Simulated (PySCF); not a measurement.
# Worked example: oscillator strength and radiative lifetime

C2H9NSi, SMILES CN(C)[SiH3].

The structure is a stationary point at r2SCAN-D4/def2-SVP.

PySCF with TDA-B3LYP/def2-SVPD puts the first singlet state with f over 0.02 at 5.98 eV (vertical), with the transition dipole (-0.251, 0.463, 0.000) in atomic units.

Find the oscillator strength, the wavelength and the radiative lifetime that this transition would have in vacuum if emission retraced absorption.


|μ|² = 0.2774 au, so |μ| = 1.34 D. ΔE = 5.98/27.211 = 0.2198 hartree. f = (2/3) ΔE |μ|² = 0.041 (the program prints 0.041).
λ = 1239.84/5.98 = 207 nm; ν = 48232 cm⁻¹.
Einstein's coefficient A = 0.6670 ν² f s⁻¹ (ν in cm⁻¹) = 6.3e7 s⁻¹, so τ = 1/A = 16 ns. This state is S2; the lower singlet has f = 0.011. The figure is the radiative limit of this one transition; relaxation, internal conversion, crossing to triplets and a medium change what is measured.
